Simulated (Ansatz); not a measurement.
Coupled-cluster run, C3H9NOZn (`CC(C)[O][Zn][NH2]`).

```yaml
crystal:
  periodic: [false, false, false]
  atoms:
    - {symbol: C, position_ang: [-0.527179, -1.242468, 1.153961]}
    - {symbol: C, position_ang: [0.661491, -0.308895, 1.003752]}
    - {symbol: C, position_ang: [1.578538, -0.753796, -0.122493]}
    - {symbol: O, position_ang: [0.251799, 1.021422, 0.838778]}
    - {symbol: Zn, position_ang: [-0.687783, 1.597979, -0.551638]}
    - {symbol: N, position_ang: [-1.633382, 2.436594, -1.847897]}
    - {symbol: H, position_ang: [-0.212347, -2.265161, 1.378860]}
    - {symbol: H, position_ang: [-1.107469, -1.269419, 0.222794]}
    - {symbol: H, position_ang: [-1.181961, -0.896512, 1.956011]}
    - {symbol: H, position_ang: [1.236676, -0.337822, 1.941370]}
    - {symbol: H, position_ang: [1.028702, -0.773840, -1.072344]}
    - {symbol: H, position_ang: [1.976302, -1.757317, 0.051564]}
    - {symbol: H, position_ang: [2.416370, -0.061448, -0.225324]}
    - {symbol: H, position_ang: [-1.206857, 2.469072, -2.763415]}
    - {symbol: H, position_ang: [-2.592911, 2.141620, -1.963978]}
basis:
  gaussian: {orbitals: def2-SVP}
correlation: {method: ccsd_t, frozen_orbitals: {C: 1, H: 0, "N": 1, O: 1, Zn: 9}}
```

```sh
$ ansatz run in.yaml --threads 4 --pin off --events-out ev --progress --plain --max-ram 11315MiB
```

Log, shortened:

```
Functional definition: HF
  name "HF"
  cite "Fock, Z. Phys. 61, 126 (1930) doi:10.1007/BF01340294"
  parent pbe
  exchange = exact_x
  correlation = 0
1473 factors; integrals over basis functions are off by at most 1.5e-3 eV
mean field evaluation 1: about -55111.9283 eV, gradient 4.9e1 eV
mean field evaluation 2: about -55112.1022 eV, gradient 5.0e1 eV
mean field evaluation 4: about -55117.6153 eV, gradient 5.2e0 eV
mean field evaluation 8: about -55117.6949 eV, gradient 4.3e-1 eV
mean field -55117.69538295 eV, -2025.5379452077 hartree, gradient 2.0e-6 eV, S^2 0.000000; 0 other end points of the search recorded, 0 dependent functions left out
14 core orbitals not correlated: weight in the atoms' cores, before any rotation towards them, 1.000 or more for the frozen orbitals, at most 0.000 for the correlated occupied ones
reference -55117.69538295 eV, -2025.5379452077 hartree; 22, 22 occupied and 110, 110 virtual orbitals, 1473 factors
second order -29.93118849 eV of doubles, -0.00000000 eV of singles
cycle   1  -29.82354754 eV  change    1.1e-1 eV  update   1.3e-1
cycle   2  -30.59472453 eV  change   -7.7e-1 eV  update   4.3e-2
cycle   3  -30.79825955 eV  change   -2.0e-1 eV  update   2.3e-2
cycle   4  -30.79128854 eV  change    7.0e-3 eV  update   6.6e-3
cycle   5  -30.78643879 eV  change    4.8e-3 eV  update   3.3e-3
cycle   6  -30.78637452 eV  change    6.4e-5 eV  update   1.0e-3
cycle   7  -30.78570436 eV  change    6.7e-4 eV  update   3.6e-4
cycle   8  -30.78556461 eV  change    1.4e-4 eV  update   1.2e-4
cycle   9  -30.78558565 eV  change   -2.1e-5 eV  update   5.0e-5
perturbative correction -0.86248521 eV, -0.0316957467 hartree
Total energy: -55149.34345380 eV, -2026.7009903596 hartree
```

Run time 38 s (4 threads of an Arm Neoverse V2 on a shared host); peak host memory 1.3 GiB.

Correlation energy per correlated electron: -0.719 eV. T1 diagnostic: 0.0134.
